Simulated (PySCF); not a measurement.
C3H7ClSi, SMILES C(/[SiH2]Cl)=C\C.

Geometry: PBE0-D3(BJ)/def2-SVP. The structure was generated by enumeration; whether it is a known compound was not checked. Other conformers were not sampled.

Two levels are set side by side: TDA-PBE/def2-SVPD (PySCF) and TDA-M06-2X/def2-SVPD (PySCF). Vertical, same geometry. The lowest singlet is HOMO−1→LUMO 86 %, HOMO−2→LUMO 13 % with PBE and HOMO−1→LUMO 75 % with the other functional; states are paired by order. Differences are taken from unrounded values.

```tsv
quantity	TDA-M06-2X
lowest singlet excitation (eV)	6.62
lowest triplet excitation (TDA) (eV)	4.49
first bright state (f over 0.05) (eV)	7.06
its oscillator strength	0.43
```

What does TDA-PBE give, and how far is it from TDA-M06-2X? (An estimate is asked for; the answer gives what the named calculation found.)


```csv
quantity,TDA-PBE,TDA-PBE minus TDA-M06-2X
lowest singlet excitation (eV),5.66,-0.96
lowest triplet excitation (TDA) (eV),4.21,-0.28
first bright state (f over 0.05) (eV),6.31,-0.75
its oscillator strength,0.24,-0.18
```

A lower first singlet is the usual sign of a functional without exact exchange. Differences between two approximate levels are no errors against the true value.

Rough cost on one machine, each run with all the roots and properties that it gave: TDA-M06-2X against TDA-PBE about 10 times.
